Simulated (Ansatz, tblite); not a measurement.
Spin states of the cluster InAs2⁻ (the lowest singlet isomer of a short search), each relaxed with r2SCAN-D4/def2-TZVPD in Ansatz. Electronic energies in the gas phase.

In the def2 sets In takes a core potential; there is no spin–orbit coupling. The xTB rows come from tblite. B3LYP takes the VWN-RPA correlation. Correlated methods freeze 22 core orbitals; core or outer-core shells of In, As are correlated, in sets that lack core-valence functions. The structure comes from a short search, and lower isomers may exist.

Singlet geometry (C2v within 0.1 Å):

Cartesian coordinates in Å:
```
In -0.5773 1.3039 0.8687
As 1.3492 -0.2695 -0.3035
As -0.7719 -1.0344 -0.5652
```

Triplet geometry (C2v within 0.1 Å):

```xyz
3

In   -1.4177   -0.5484   -0.7225
As    1.3163   -0.1082   -0.5404
As    0.1014    0.6566    1.2629
```

Quintet geometry (C2v within 0.1 Å):

```xyz
3

In   -1.3073    0.7436    0.7053
As    1.0086   -0.7546    0.7089
As    0.2987    0.0109   -1.4141
```

⟨S²⟩: triplet 2.02 at PBE0-D4/def2-TZVPD (pure 2.00), quintet 6.01 at PBE0-D4/def2-TZVPD (pure 6.00).

Run but left out: HF/STO-3G (singlet: restricted singlet, unstable in another Hartree–Fock run and untested here); HF/def2-TZVPD (singlet: restricted singlet, unstable towards broken spin symmetry).

Only these spin states were relaxed.

| level | triplet − singlet (kcal/mol) | quintet − singlet (kcal/mol) | lowest of these | remarks |
| --- | --- | --- | --- | --- |
| GFN1-xTB | 16.7 | 90.8 | singlet | – |
| r2SCAN-D4/def2-TZVPD | 7.3 | 53.7 | singlet | HOMO above zero (quintet), HOMO above zero (singlet), HOMO above zero (triplet) |
| B3LYP-D4/def2-TZVPD | 9.5 | 58.6 | singlet | HOMO above zero (quintet), HOMO above zero (triplet) |
| CAM-B3LYP-D4/def2-TZVPD | 8.6 | 56.4 | singlet | – |

(1) Estimate the rows for LDA (SPW92)/def2-TZVPD, PBE0-D4/def2-TZVPD, RPA@PBE/def2-TZVPD, MP2/def2-TZVPD.

## Answers

(1) 
```
                 level  triplet − singlet (kcal/mol)  quintet − singlet (kcal/mol)  lowest of these                                                                          remarks
LDA (SPW92)/def2-TZVPD                          12.9                          65.2          singlet  HOMO above zero (quintet), HOMO above zero (singlet), HOMO above zero (triplet)
    PBE0-D4/def2-TZVPD                           8.4                          54.1          singlet                             HOMO above zero (quintet), HOMO above zero (triplet)
    RPA@PBE/def2-TZVPD                          11.5                          58.5          singlet                                                                                –
        MP2/def2-TZVPD                          14.5                          62.4          singlet                                                restricted SCF unstable (singlet)
```

The xTB methods have no term that favours high spin, so they put low spin too low.
